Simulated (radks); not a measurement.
Q: The iodine anion I-, [Xe], held by a Watson sphere: a shell of charge +1 at radius R that stands for the Madelung well of a crystal (potential energy -1/R inside, -1/r outside, in hartree with lengths in bohr). Method: scalar-relativistic Kohn-Sham, LB94 model potential, spin-unpolarised, spherical densities, finite nucleus; Fermi nuclear charge, rms radius of each element as measured or else 0.836 A^(1/3) + 0.57 fm; computed with a radial shooting solver on a logarithmic mesh with Libxc functionals. Response by self-consistent Sternheimer equations with the Hartree and adiabatic LDA kernel, the relativistic mass of each level held fixed and spin-orbit coupling left out. The sphere does not respond.

| R (bohr) | e(4d) (eV) | e(5s) (eV) | e(5p) (eV) | <r> 5p (bohr) | sum of <r^2> (bohr^2) | X-ray form factor at sin(theta)/lambda = 0.3 1/angstrom | alpha (bohr^3) |
|---|---|---|---|---|---|---|---|
| 2.98 | -56.272 | -21.777 | -11.327 | 2.503 | 69.57 | 36.698 | 38.87 |
| 3.72 | -55.445 | -20.778 | -10.387 | 2.557 | 71.85 | 36.717 | 45.38 |
| 4.16 | -54.975 | -20.259 | -9.871 | 2.578 | 72.78 | 36.722 | 48.80 |
| 4.22 | -54.913 | -20.192 | -9.804 | 2.580 | 72.88 | 36.723 | 49.23 |
| 4.3 | -54.831 | -20.105 | -9.717 | 2.583 | 73.02 | 36.723 | 49.79 |
| 4.61 | -54.525 | -19.781 | -9.391 | 2.592 | 73.47 | 36.724 | 51.79 |
| 4.81 | -54.337 | -19.586 | -9.194 | 2.597 | 73.71 | 36.725 | 52.94 |
| 4.86 | -54.292 | -19.538 | -9.146 | 2.598 | 73.76 | 36.725 | 53.21 |

Estimate the row for R = 5.48 bohr.

A: e(4d) (eV) -53.766; e(5s) (eV) -18.999; e(5p) (eV) -8.603; <r> 5p (bohr) 2.608; sum of <r^2> (bohr^2) 74.27; X-ray form factor at sin(theta)/lambda = 0.3 1/angstrom 36.726; alpha (bohr^3) 56.03.
